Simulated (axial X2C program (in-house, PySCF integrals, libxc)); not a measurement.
## HBr along the bond: BP86, 2c

All values were computed with an in-house all-electron X2C program for linear molecules (integrals from PySCF). Two-component (2c) means X2C with spin–orbit coupling and atomic mean-field two-electron Coulomb and Gaunt terms. Basis: Br dyall-cv3z [8s9p6d4f1g], H dyall-v3z [6s2p1d] (cores contracted in-house); Gaussian nuclei, density fitting, unrestricted open shells. Masses: Br 78.918 u, H 1.008 u.

State: Ω = 0 (closed shell). Dipoles are positive if H is the positive end.

Results along the bond:

```json
{"R (Å)": "1.235", "μ (D)": "0.748", "HOMO (eV)": "-7.44", "LUMO (eV)": "-0.23"}
{"R (Å)": "1.292", "μ (D)": "0.766", "HOMO (eV)": "-7.42", "LUMO (eV)": "-0.53"}
{"R (Å)": "1.335", "μ (D)": "0.782", "HOMO (eV)": "-7.39", "LUMO (eV)": "-0.79"}
{"R (Å)": "1.377", "μ (D)": "0.798", "HOMO (eV)": "-7.37", "LUMO (eV)": "-1.06"}
{"R (Å)": "1.420", "μ (D)": "0.816", "HOMO (eV)": "-7.36", "LUMO (eV)": "-1.35"}
{"R (Å)": "1.470", "μ (D)": "0.837", "HOMO (eV)": "-7.33", "LUMO (eV)": "-1.68"}
{"R (Å)": "1.519", "μ (D)": "0.860", "HOMO (eV)": "-7.31", "LUMO (eV)": "-2.02"}
{"R (Å)": "1.583", "μ (D)": "0.890", "HOMO (eV)": "-7.29", "LUMO (eV)": "-2.45"}
{"R (Å)": "1.661", "μ (D)": "0.928", "HOMO (eV)": "-7.27", "LUMO (eV)": "-2.96"}
{"R (Å)": "1.775", "μ (D)": "0.985", "HOMO (eV)": "-7.23", "LUMO (eV)": "-3.64"}
{"R (Å)": "1.931", "μ (D)": "1.064", "HOMO (eV)": "-7.20", "LUMO (eV)": "-4.46"}
{"R (Å)": "2.130", "μ (D)": "1.158", "HOMO (eV)": "-7.17", "LUMO (eV)": "-5.29"}
```

The state is one determinant whose occupation by symmetry is held fixed; it was picked as the lowest of a PBE0 search that is not exhaustive. Closed shells are restricted here (equal orbitals for both partners); the stretched side of such a curve lies too high.
